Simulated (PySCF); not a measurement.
Compound: (HAlPH)3 ring, Al₃H₆P₃.
Bonds: Al1–P3, Al1–P9, P3–Al4, Al4–P6, P6–Al7, Al7–P9. Hydrogens: H2 on Al1; H10 on P3; H5 on Al4; H11 on P6; H8 on Al7; H12 on P9.

The calculation used PBE0-D3(BJ)/def2-SVP geometry optimisation, gas phase in PySCF 2.14.0.

(1) Give the optimised bond lengths and angles.

Answers

(1) 
| bond | length (Å) |
| --- | --- |
| Al1–H2, Al4–H5, Al7–H8 | 1.586 |
| Al1–P3, P3–Al4 | 2.321 |
| Al1–P9 and 3 like bonds | 2.302 |
| P3–H10 | 1.437 |
| P6–H11, P9–H12 | 1.427 |

Bonds in one row agree within 0.01 Å and their mean is given. A selection of angles:
| angle | degrees |
| --- | --- |
| H2–Al1–P3 | 122.3 |
| H2–Al1–P9 | 123.1 |
| P3–Al1–P9 | 114.6 |
| Al1–P3–Al4 | 90.2 |
| Al1–P3–H10 | 88.4 |
| P3–Al4–P6 | 114.3 |
| Al4–P6–Al7 | 97.7 |
| Al4–P6–H11 | 101.7 |
| Al7–P6–H11 | 98.2 |
| P6–Al7–H8 | 119.9 |
| P6–Al7–P9 | 119.8 |

Dihedral angles: P9–Al1–P3–Al4 78° (synclinal); P3–Al1–P9–Al7 -70° (synclinal); Al1–P3–Al4–P6 -77° (synclinal); P3–Al4–P6–Al7 69° (synclinal); Al4–P6–Al7–P9 -58° (synclinal); P6–Al7–P9–Al1 58° (synclinal).

P3 (phosphorus bonded to 2 Al and H) is pyramidal (angles 90.2°, 88.4° and 88.4°, sum 267.0°, 1.10 Å off the plane of its three neighbours). The 6 Al–P bonds span 2.300 Å (Al4–P6) to 2.322 Å (Al1–P3), a spread of 0.022 Å. Al1 (aluminium bonded to 2 P and H) is planar (angles 123.1°, 122.3° and 114.6°, sum 359.9°, 0.03 Å off the plane of its three neighbours).

Point group: Cs (tolerance 0.08 Å). Whether it is a minimum is left open (no frequencies). The numbers are those of one conformer.

Hardware: one thread of an AMD EPYC, no GPU, shared host. Cost: 3.4 min, 0.55 GiB resident at most. These figures are those of the optimisation.
